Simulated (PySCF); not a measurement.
C3H2, SMILES [CH2][C][C] (connectivity only; charge and spin as stated), neutral, multiplicity 1. Geometry optimised at PBE-D3(BJ)/def2-TZVP.

All values below come from PBE-D3(BJ)/def2-TZVP in PySCF.

Harmonic wavenumbers (cm⁻¹): 194, 285, 1002, 1015, 1115, 1435, 1987, 3021, 3097. Rotational constants (GHz): 288.1, 10.50, 10.13; symmetry number 2.

Q: Work out the zero-point energy and the ideal-gas rigid-rotor harmonic-oscillator thermochemistry at 298.15 K and 1 atm.

A: ZPE = ½ Σ hcν = ½ × 13151 cm⁻¹ = 78.66 kJ/mol. H − E(el) = 91.49 kJ/mol. Entropy in J/(mol K): translation 154.13, rotation 77.46, vibration 16.53, total 248.12. G − E(el) = 17.52 kJ/mol. Cp = 52.76 J/(mol K).
